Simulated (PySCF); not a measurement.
`C[C@H]1[C@H](F)[C@@H]1[Si@H](C)Cl`, C$_{5}$H$_{10}$ClFSi

Geometry:
| atom | x (Å) | y (Å) | z (Å) |
| --- | --- | --- | --- |
| C1 | -2.299 | 0.409 | 0.986 |
| C2 | -0.984 | -0.161 | 0.524 |
| C3 | -0.938 | -1.099 | -0.630 |
| F4 | -0.060 | -2.148 | -0.578 |
| C5 | -0.378 | 0.281 | -0.793 |
| Si6 | 1.485 | 0.525 | -1.003 |
| C7 | 2.466 | -0.165 | 0.466 |
| Cl8 | 1.788 | 2.530 | -1.123 |
| H9 | -2.962 | 0.580 | 0.141 |
| H10 | -2.140 | 1.358 | 1.495 |
| H11 | -2.789 | -0.274 | 1.678 |
| H12 | -0.286 | -0.373 | 1.324 |
| H13 | -1.839 | -1.406 | -1.147 |
| H14 | -1.005 | 0.943 | -1.380 |
| H15 | 1.910 | -0.071 | -2.271 |
| H16 | 2.237 | -1.213 | 0.629 |
| H17 | 2.251 | 0.377 | 1.385 |
| H18 | 3.535 | -0.086 | 0.286 |

Computed with TDDFT CAM-B3LYP/def2-SVPD circular dichroism and optical rotation, one conformer, gas phase in PySCF. Geometry: GFN2-xTB.

The molecule is flexible and this is one conformer; a measurement averages over conformers. Singlets 12 and 13 lie within 0.01 eV of each other, so their separate moments and overlaps can depend on how they mix.

Problem. Draw the ECD and absorption spectra from the lowest 16 states, each a Gaussian of half-width 0.35 eV at 1/e height.

Solution. 
```csv
E (eV),λ (nm),Δε (L mol⁻¹ cm⁻¹),ε (L mol⁻¹ cm⁻¹)
7.14,174,-0.65,71.2
7.29,170,-1.89,224
7.44,167,-3.79,546
7.59,163,-5.25,1100
7.74,160,-5.00,1960
7.89,157,-4.26,3130
8.04,154,-6.81,4490
8.19,151,-13.15,5890
8.34,149,-16.08,7180
8.49,146,-9.59,8350
8.64,144,+0.73,9660
8.79,141,+6.99,11000
8.94,139,+10.83,11500
```
Δε uses R in velocity form, ε uses f in length form. Only the states computed contribute, so the short-wavelength end is incomplete.
